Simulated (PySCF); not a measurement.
H7AlO3Si2 (SMILES [OH][Al]([O][SiH3])[O][SiH3]), singlet, at a GFN2-xTB geometry (such geometries of metal compounds can be far from the true shape), atoms displaced at random by about 0.03 Å a coordinate.

Here is a job for PySCF.
```python
from pyscf import gto, scf, dft

mol = gto.M(
    atom='''
Al   -0.134298    0.251418    0.817012
O    -0.405738    0.673219    2.341502
H    -0.866439    1.265791    2.992936
O     0.774783   -1.100621    0.436174
Si    1.708095   -2.414651    0.098871
H     3.042070   -1.999380    0.222062
H     1.384734   -2.767374   -1.365610
H     1.290518   -3.469196    0.997441
O    -0.828939    1.094617   -0.536326
Si   -1.322442    1.829145   -1.875501
H    -0.342078    2.854272   -2.141834
H    -2.677599    2.272202   -1.619456
H    -1.318594    0.818240   -2.901652
''',
    basis='sto-3g',
    charge=0,
    spin=0,
    verbose=3,
)

mf = dft.RKS(mol)
mf.xc = 'r2scan'
mf.kernel()
g = mf.nuc_grad_method()
grad = g.kernel()
```

Question: What does this run give for the Mulliken (on the basis functions themselves) charges in atom order, total energy, nuclear repulsion energy, number of basis functions, HOMO-LUMO gap?

Answer: 
| Item | Result |
|---|---|
| Mulliken (on the basis functions themselves) charges in atom order | Al1 1.03, O2 -0.52, H3 0.19, O4 -0.59, Si5 0.69, H6 -0.15, H7 -0.15, H8 -0.14, O9 -0.60, Si10 0.70, H11 -0.15, H12 -0.15, H13 -0.16 |
| total energy | -1038.450926 Ha |
| nuclear repulsion energy | 421.3836 Eh |
| number of basis functions | 49 |
| HOMO-LUMO gap | 5.87 eV |

Question: Roughly what does it cost on one core?

Answer: around 14 core-seconds (rough).
